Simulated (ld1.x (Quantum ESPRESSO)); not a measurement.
## C (Z = 6): ultrasoft pseudisation with BLYP, non-relativistic reference atom.

ld1.x (Quantum ESPRESSO) 7.5 input, shortened:

```
&input
   title='C', zed=6., rel=0, dft='BLYP', iswitch=3,
   config='[He] 2s2 2p1.5'
 /
 &inputp
   pseudotype=3, tm=.true., lloc=-1, rcloc=0.60,
   nlcc=.true., rcore=0.35,
   which_augfun='PSQ', rmatch_augfun_nc=.true.
 /
4
2S  1  0   2.00   0.00  0.40  0.40  0.0
2S  1  0   0.00  -0.35  0.40  0.40  0.0
2P  2  1   1.50   0.00  1.20  1.55  0.0
2P  2  1   0.00  -0.05  1.20  1.55  0.0
 &test
   configts(1)='2s2 2p1.5'
 /
```

Q: Is a potential produced?

A: No. ld1.x (Quantum ESPRESSO) 7.5 stopped with "compute_q_3bess: problem with the q_i coefficients": no Bessel wave vectors were found for the pseudised augmentation function at its matching radius. Before that it printed "qmax not found".
